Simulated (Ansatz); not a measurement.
A nudged elastic band was laid between two geometries of CH₄CdO (7 atoms, charge 0, multiplicity 1).

Computed with RKS CAM-B3LYP-D4/def2-mTZVP in Ansatz 0.2.0.

```yaml
movable_images: 7
climbing_image: yes
spring: 5.0 eV/Å²
optimiser: quadratic models (default)
start_path: through a guess of the saddle point
force_threshold: 0.03 eV/Å
iteration_limit: 60
end_points: relaxed
```

Image 0:

```xyz
7
Properties=species:S:1:pos:R:3
C -1.134 0.701 -0.305
Cd 0.530 -0.438 0.252
O 2.035 -1.574 0.860
H -1.960 0.052 -0.590
H -0.889 1.339 -1.151
H -1.457 1.331 0.521
H 2.874 -1.411 0.414
```

Image 8:

```xyz
7
Properties=species:S:1:pos:R:3
C -1.137 0.698 -0.301
Cd 0.654 -0.328 0.046
O 2.391 -1.255 0.269
H -1.944 -0.004 -0.502
H -1.035 1.362 -1.158
H -1.405 1.296 0.568
H 2.477 -1.770 1.079
```

Question: What changes between the two ends?

Answer: No bond is made or broken.

Question: What energy profile does the band end with?

Answer: It converged. The highest image is number 4 of 0 to 8, 0.000 eV above the ends, which have the same energy within 2 meV. The top lies less than 8 meV above the higher end, about what the thresholds resolve: that end is a shoulder or a very shallow well. A vibrational analysis at the climbing image gives no mode beyond 40i cm⁻¹: the surface is too flat there to confirm a saddle point.

```csv
image,path coordinate (Å),energy (eV)
0,0.00,0.000
1,0.50,0.000
2,1.00,0.000
3,1.50,0.000
4,2.00,0.000
5,2.11,0.000
6,2.21,0.000
7,2.31,0.000
8,2.41,0.000
```

Question: What is the geometry of the highest image?

Answer: 
```xyz
7
Properties=species:S:1:pos:R:3
C -1.126 0.718 -0.297
Cd 0.664 -0.302 0.070
O 2.413 -1.191 0.349
H -1.973 0.051 -0.153
H -1.149 1.092 -1.318
H -1.228 1.562 0.383
H 2.399 -1.931 0.967
```

The run took 5.4 min on 2 threads of Arm Neoverse V2 (shared host), peak memory 0.2 GiB.
